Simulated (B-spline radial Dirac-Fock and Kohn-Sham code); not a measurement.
## Os⁴⁺ in Watson spheres of different radius

Level of theory: Dirac-Fock (average of configuration) total-energy differences with a finite nucleus, the Breit interaction including its frequency dependence, and self-energy and vacuum-polarisation corrections; a radial finite-basis atomic code. The ion, [Xe] 4f14 5d4, sits in a hollow sphere of charge Q = -4, a simple model of the Madelung potential. Inside the sphere an electron's potential energy is raised by the constant 14.40·|Q|/R eV, so binding energies fall by about that much as long as the orbitals stay inside.

| radius (Å) | 14.40 |Q|/R (eV) | 1s (eV) | 2s (eV) | 2p1/2 (eV) | 2p3/2 (eV) | 3s (eV) | 3p1/2 (eV) | 3p3/2 (eV) | 3d3/2 (eV) | 3d5/2 (eV) | 4s (eV) | 4p1/2 (eV) | 4p3/2 (eV) | 4d3/2 (eV) | 4d5/2 (eV) | 4f5/2 (eV) | 4f7/2 (eV) | 5s (eV) | 5p1/2 (eV) | 5p3/2 (eV) | 5d (eV) |
| --- | --- | --- | --- | --- | --- | --- | --- | --- | --- | --- | --- | --- | --- | --- | --- | --- | --- | --- | --- | --- | --- |
| 1.8 | 32.00 | 73895.9 | 13003.3 | 12414.9 | 10900.9 | 3085.9 | 2825.4 | 2491.2 | 2060.6 | 1989.6 | 691.5 | 581.7 | 503.1 | 323.0 | 308.4 | 78.75 | 76.07 | 119.2 | 82.31 | 69.59 | 21.89 |
| 2.7 | 21.33 | 73906.5 | 13013.9 | 12425.5 | 10911.6 | 3096.5 | 2836.0 | 2501.9 | 2071.2 | 2000.2 | 702.1 | 592.4 | 513.7 | 333.6 | 319.1 | 89.36 | 86.68 | 129.8 | 92.94 | 80.22 | 32.51 |

From the smallest to the largest radius 1s moves by +10.6 eV, while the constant potential alone would give +10.7 eV; the difference comes from charge outside the sphere and its screening.

Values without a named source are computed, but for edge energies of neutral atoms, which are taken from tables.
